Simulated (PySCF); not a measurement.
## Name the molecule from its bond curve

A diatomic of charge 0 contains Sb. Its doublet curve at PBE0 in a triple-zeta basis (scalar-relativistic core potentials, PySCF), in eV from the separated fragments:

(R (Å), E (eV)): (2.044, -1.508), (2.139, -2.230), (2.234, -2.628), (2.306, -2.769), (2.377, -2.809), (2.448, -2.771), (2.543, -2.634), (2.662, -2.389), (2.805, -2.065), (2.995, -1.636)

The fit gives ωe = 431 cm⁻¹ and the rotational constant Bₑ = 0.1316 cm⁻¹.

**Question.** Which atom is the partner?

**Answer.** The minimum lies at 2.374 Å, so the reduced mass is 16.8576 u Å² cm⁻¹/(Bₑ·Re²) = 22.73 u. With Sb at 120.90 u the partner weighs about 28.0 u: Si. The molecule is SiSb.

Spin–orbit coupling is left out. The state was picked by a PBE0 search and need not be the measured ground state.
